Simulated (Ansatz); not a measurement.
Wavefunction ladder for `C[SiH]([AlH2])N[SiH3]`

```xyz
15

C     0.3699    0.3142    2.3658
Si   -0.4536   -0.3808    0.8302
Al   -1.4920    1.2158   -0.7414
N     0.7780   -1.0157   -0.2617
Si    0.7518   -0.6207   -1.9158
H     1.0241    1.1528    2.1176
H    -0.3848    0.6693    3.0733
H     0.9658   -0.4495    2.8741
H    -1.3244   -1.5074    1.2943
H    -1.0152    2.7361   -0.7295
H    -2.7406    0.7986   -1.6363
H     1.4373   -1.7080    0.0664
H     0.0746   -1.5802   -2.8261
H     2.0844   -0.2815   -2.4778
H    -0.0752    0.6571   -2.0332
```

Charge 0, multiplicity 1. The structure was optimised at the PBE0-D4/def2-TZVP level. It is one conformer, not always the lowest. Frozen core, restricted reference, Ansatz 0.2.0. CBS rows extrapolate triple and quadruple zeta; past MP2 they add the triple-zeta difference.

```csv
basis,HF (Eh),MP2 corr.,CCSD corr.,(T),CCSD(T) total
def2-TZVPP,-918.03313,-0.72776,-0.79918,-0.02973,-918.86204
def2-QZVPP,-918.06342,-0.77868,–,–,–
CBS(def2),-918.06759,-0.81639,-0.88781,as TZ,-918.98513
```
